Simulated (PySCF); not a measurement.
C4H6ClF, SMILES Cl/C(C)=C(\F)C. Atoms are numbered in the order given.

```xyz
12

C      0.3723     2.2874     0.0000
C     -0.2163     0.9176     0.0000
F     -1.5608     0.9483     0.0000
C      0.4198    -0.2638     0.0000
C      1.8975    -0.4967     0.0000
Cl    -0.5391    -1.7322     0.0000
H      0.0268     2.8440     0.8872
H      0.0268     2.8440    -0.8872
H      1.4681     2.2731     0.0000
H      2.1941    -1.0802     0.8869
H      2.4624     0.4448     0.0000
H      2.1941    -1.0802    -0.8869
```

Coordinates come from a B3LYP-D3(BJ)/def2-SVP optimisation.

All values below come from PBE/def2-TZVP in PySCF.

Computed frontier levels, gap, dipole moment and polarisability:
- highest occupied level = -5.62 eV
- lowest empty level = -0.65 eV
- orbital gap = 4.97 eV
- dipole moment = 2.81 D
- quadrupole, principal values (traceless, Buckingham form, about the centre of nuclear charge) = -1.45, -0.90, 2.35 D·Å
- mean static polarisability = 64.8 bohr³ (9.60 Å³)
- polarisability, principal values = 45.1, 64.0, 85.2 bohr³
